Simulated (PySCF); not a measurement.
**Induced dipoles and field energies**

C6H10N2.
Atom-mapped SMILES: `[CH3:1][CH2:2][c:3]1[cH:4][n:5]([CH3:6])[cH:7][n:8]1` (hydrogens: H9, H10, H11 on C1; H12, H13 on C2; H14 on C4; H15, H16, H17 on C6; H18 on C7)

Structure used (GFN2-xTB), in Å, numbered top down from 1:
```
atom  x, y, z in Å
C1    -2.7466    0.3253    0.5530
C2    -1.9776   -0.4407   -0.5248
C3    -0.5273   -0.0971   -0.4900
C4     0.4858   -0.6989    0.2064
N5     1.6224    0.0124   -0.0692
C6     2.9321   -0.2290    0.4631
C7     1.2467    1.0073   -0.9050
N8    -0.0274    0.9695   -1.1766
H9    -2.3818    0.0569    1.5423
H10   -2.6127    1.3949    0.4132
H11   -3.8085    0.0960    0.4998
H12   -2.1012   -1.5150   -0.3720
H13   -2.3718   -0.1758   -1.5065
H14    0.4959   -1.5568    0.8474
H15    3.6776    0.2245   -0.1891
H16    3.1188   -1.3016    0.5267
H17    3.0317    0.2025    1.4635
H18    1.9351    1.7319   -1.2939
```

Level: CAM-B3LYP/def2-SVPD (PySCF); nuclei fixed, core orbitals frozen in the response. Permanent dipole (2.948, -1.555, 1.883) D (1 au = 2.5417 D). Static polarisability (au):

```
x   105.28   1.60   3.40
y     1.60  74.58  -9.11
z     3.40  -9.11  70.84
```

Only the terms in μ and α are kept: μ(F) = μ + αF and ΔE = −μ·F − ½ F·αF.

Problem. Apply 0.005 au along ±x, ±y and ±z in turn. Tabulate induced and total dipoles and both energy terms.

Solution. 
```tsv
field along	induced x (D)	induced y (D)	induced z (D)	total size (D)	−μ·F (kJ/mol)	−½F·αF (kJ/mol)
+x	1.338	0.020	0.043	4.943	-15.226	-3.455
−x	-1.338	-0.020	-0.043	2.908	+15.226	-3.455
+y	0.020	0.948	-0.116	3.508	+8.031	-2.448
−y	-0.020	-0.948	0.116	4.339	-8.031	-2.448
+z	0.043	-0.116	0.900	4.414	-9.725	-2.325
−z	-0.043	0.116	-0.900	3.387	+9.725	-2.325
```

Problem. For the field (-0.0025, 0.0010, -0.0005) au, what is the induced dipole, and what angle does it make with the field?

Solution. αF = (-0.669, 0.191, -0.135) D, at 5.8° to the field. The polarisability along this direction, F·αF/F², is 101.32 au, against a mean of 83.57 au.

Problem. Which field along μ doubles the dipole in that direction (linear response)?

Solution. The polarisability along the dipole is 97.10 au, so F = 1.5061 au / 97.10 au = 0.0155 au = 0.80 V/Å; higher-order terms are ignored.

Problem. What field makes μF equal to kT at 200 K?

Solution. kT = 0.6334 × 10⁻³ Eh, so F = 0.000421 au = 2.16 MV/cm.

Problem. Induction energy −ᾱe²/2R⁴ of a unit charge at 18 Å, the molecule taken as a point?

Solution. R = 34.02 bohr, so the energy is −83.6/(2 × 34.02⁴) Eh = -0.0819 kJ/mol. The charge–dipole term at its most favourable orientation, −μe/R², is -3.42 kJ/mol.

The structure is a single GFN2-xTB conformer in the gas phase; no vibrational or solvent corrections.

The run behind these numbers computed excited states as well. On an x86-64 server with one thread, no GPU (shared host), this took 52 s of wall time.
